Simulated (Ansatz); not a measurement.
Cartesian coordinates (Å):
```xyz
11

C     -1.6807    -0.0156    -0.0584
C     -0.2128    -0.0988     0.0053
C      0.7073    -1.0504     0.1625
C      1.7791     0.0647     0.0556
F      3.0974    -0.0003     0.1114
C      0.8972     1.0420    -0.1037
H     -2.1413    -0.9973     0.0535
H     -2.0620     0.6465     0.7264
H     -1.9995     0.4189    -1.0119
H      0.7117    -2.1180     0.3021
H      0.9036     2.1084    -0.2427
```
Charge 0, spin multiplicity 1.

These are frozen-core CCSD(T)/cc-pVTZ // B3LYP-D3(BJ)/def2-TZVP run with Ansatz (a program for electronic structure) values and carry that method's errors. The restricted HF reference is unstable towards unrestricted orbitals.

| Property | Value |
|---|---|
| HF energy | -291.64510 Ha |
| MP2 correlation energy | -1.04652 Ha |

Problem. Estimate the CCSD correlation energy, the (T) correction, the total energy and the T1 diagnostic.

Solution. 
```json
{
 "CCSD correlation energy": "-1.07597 Ha",
 "(T) correction": "-0.05073 Ha",
 "CCSD(T) total energy": "-292.77181 Ha",
 "T1 diagnostic": "0.015"
}
```
